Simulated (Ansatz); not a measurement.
Consider the ligand exchange at the Si–C bond: `[SiH3]C[SiH2]Br` + `[CH3][Al]([OH])[SiH3]` → `[CH3][Al]([SiH3])[O][SiH3]` + `C[SiH2]Br`.

Program: Ansatz. Geometries: PBE0-D4/def2-TZVP. ΔE: electronic, gas phase. CBS: MP2 limit from def2 TZ/QZ plus the TZ coupled-cluster correction, frozen cores. Functionals use def2-TZVPP. B3LYP here is the variant with VWN-RPA as its local correlation; programs differ in this. For Br outer-core shells are correlated without core-valence functions, which leaves a few kJ/mol of doubt a bond. Scalar relativity is left out up to krypton. Each species was taken in one conformer, which may not be the lowest.

(1) Is it downhill or uphill in electronic energy at CCSD(T)/CBS, and by how much? (Estimate.)

(2) What do these levels give: r2SCAN-D4, PBE0-D4, B3LYP-D4, PBE, r2SCAN, PBE0, B3LYP, HF/def2-TZVPP, MP2/def2-TZVPP, SCS-MP2/def2-TZVPP, HF/def2-QZVPP, CCSD/CBS(def2)? (Best estimate.)

Largest T1 diagnostic among the species: 0.013.

Results:

(1) Computed: Downhill: ΔE = -25.2 kcal/mol.

(2) The calculation gave: r2SCAN-D4 -25.0, PBE0-D4 -23.3, B3LYP-D4 -26.3, PBE -22.2, r2SCAN -25.0, PBE0 -23.6, B3LYP -26.8, HF/def2-TZVPP -31.6, MP2/def2-TZVPP -25.3, SCS-MP2/def2-TZVPP -26.7, HF/def2-QZVPP -32.1, CCSD/CBS(def2) -26.1 kcal/mol.

From PBE to PBE0 (25 % exact exchange), in def2-TZVPP and without D4, ΔE moves by −1.4 kcal/mol. In def2-TZVPP, CCSD(T) changes the Hartree–Fock value by +6.3 kcal/mol (the triples alone add +0.9 kcal/mol) and MP2 by +6.3 kcal/mol.
